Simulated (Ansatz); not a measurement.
Geometry optimisation, RKS PBE0-D4/STO-3G (Ansatz 0.2.0).

input.yaml

```yaml
crystal:
  periodic: [false, false, false]
  atoms:
    - { symbol: C, position_ang: [0.3736, 0.2121, 1.8696] }
    - { symbol: C, position_ang: [0.4049, 0.2913, 0.5205] }
    - { symbol: O, position_ang: [1.1099, 1.3359, -0.0601] }
    - { symbol: Si, position_ang: [-0.3395, -0.9647, -0.5886] }
    - { symbol: S, position_ang: [-0.4313, -0.0929, -2.5613] }
    - { symbol: H, position_ang: [-0.2227, -0.4935, 2.3961] }
    - { symbol: H, position_ang: [0.8471, 1.0201, 2.4595] }
    - { symbol: H, position_ang: [1.1588, 1.2669, -1.0268] }
    - { symbol: H, position_ang: [-1.8089, -1.2136, -0.1216] }
    - { symbol: H, position_ang: [0.3813, -2.2263, -0.6074] }
    - { symbol: H, position_ang: [-1.408, 0.8075, -2.2594] }
basis:
  gaussian: { orbitals: STO-3G }
hamiltonian:
  xc: pbe0
  dispersion: d4
relax:
  f_tol: 0.015
  max_steps: 40
```

Run as:

```bash
$ ansatz run input.yaml --threads 1 --pin off --max-ram 2048MiB --backend cpu --events-out ev --progress --plain --runs-dir out
```

Where does it end, and by what steps?

It converged. Limits of this set-up: minimal basis. After 12 steps the energy has fallen by 0.589 eV; H8 moved furthest, 0.38 Å.

```tsv
step	energy less start (eV)	largest force component (eV/Å)	accepted
0	0.0000	3.472	yes
1	-0.3512	1.115	yes
2	-0.5091	0.650	yes
3	-0.5191	1.701	yes
4	-0.5735	0.290	yes
5	-0.5810	0.179	yes
6	-0.5832	0.069	yes
7	-0.5868	0.046	yes
8	-0.5879	0.109	yes
9	-0.5884	0.055	yes
10	-0.5887	0.023	yes
11	-0.5887	0.068	yes
12	-0.5888	0.009	yes
```

```xyz
11
Properties=species:S:1:pos:R:3
C 0.430 0.240 1.906
C 0.401 0.326 0.565
O 1.007 1.396 -0.102
Si -0.431 -0.943 -0.554
S -0.149 -0.013 -2.455
H -0.041 -0.590 2.432
H 0.925 0.993 2.521
H 0.797 1.173 -1.100
H -1.833 -1.135 -0.257
H 0.249 -2.218 -0.555
H -1.289 0.715 -2.380
```

Time of the run: 21 s on 1 thread of Intel(R) Xeon(R) 6975P-C (Granite Rapids), on a shared host, peak memory 0.16 GiB.
